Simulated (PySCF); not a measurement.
## Electron correlation in Re(57+) (rhenium, charge +57)

[Ar], closed-shell 1S. Calculation: PySCF 2.14, in an uncontracted even-tempered set (17 s from 15 bohr⁻², ratio 2.5; 12 p from 20 bohr⁻², ratio 2.5; 4 d from 81 bohr⁻², ratio 2.7; 4 f from 120 bohr⁻², ratio 2.7); scalar relativity by spin-free X2C-1e. Frozen: 1s2; 16 electrons correlated; the 20 highest virtual orbitals of each spin left out.

```tsv
level	correlation energy (mhartree)
CCSD	-705.77
(T)	-0.70
CCSD(T)	-706.47
```

Diagnostics: T1 = 0.00016, D1 = 0.0004, largest double amplitude 0.011.

Cost of the coupled-cluster step: roughly 10 core-seconds, for 16 correlated electrons.

Iterations:

```
CC2 = 0
CCSD nocc = 8, nmo = 80
frozen orbitals [0, 81, 82, 83, 84, 85, 86, 87, 88, 89, 90, 91, 92, 93, 94, 95, 96, 97, 98, 99, 100]
max_cycle = 100
direct = 0
conv_tol = 1e-08
conv_tol_normt = 1e-06
diis_space = 8
diis_start_cycle = 0
Init t2, MP2 energy = -13333.5818990157  E_corr(MP2) -0.697703946802132
Init E_corr(CCSD) = -0.697703946802143
cycle = 1  E_corr(CCSD) = -0.704752285711754  dE = -0.00704833891  norm(t1,t2) = 0.00253552
cycle = 2  E_corr(CCSD) = -0.705676042940302  dE = -0.000923757229  norm(t1,t2) = 0.000303412
cycle = 3  E_corr(CCSD) = -0.705774004414849  dE = -9.79614745e-05  norm(t1,t2) = 3.76822e-05
cycle = 4  E_corr(CCSD) = -0.705773052107669  dE = 9.5230718e-07  norm(t1,t2) = 7.25503e-07
cycle = 5  E_corr(CCSD) = -0.705772986074972  dE = 6.60326966e-08  norm(t1,t2) = 1.63097e-08
cycle = 6  E_corr(CCSD) = -0.705772986771216  dE = -6.96244395e-10  norm(t1,t2) = 9.7426e-10
CCSD converged
E(CCSD) = -13333.58996805568  E_corr = -0.7057729867712164
CCSD(T) correction = -0.000695421896869877
```

At this charge the one-electron X2C treatment keeps the bare 1/r₁₂, with no two-electron picture change or Breit term. The effect here is smaller than on the frozen 1s shell; and a scalar Hamiltonian misses the large spin-orbit splitting of the p shells, which matters for ns² → np² pairs.
